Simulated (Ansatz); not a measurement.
Ansatz (a quantum-chemistry and plane-wave program) input (BLYP/6-31G*):

Ansatz 0.2 input:
```yaml
crystal:
  periodic: [false, false, false]
  atoms:
    - {symbol: Si, position_ang: [-0.08497619, -0.52288476, 0.02360404]}
    - {symbol: O, position_ang: [-0.03550231, 1.04350028, -0.04212334]}
    - {symbol: H, position_ang: [1.47368503, -1.02761551, 0.00653007]}
basis:
  gaussian:
    orbitals: 6-31G*
hamiltonian:
  xc: {name: BLYP}
total_charge: -1
output: {forces: true}
```

Q: Predict the final energy.

A: -365.28472 Eh.
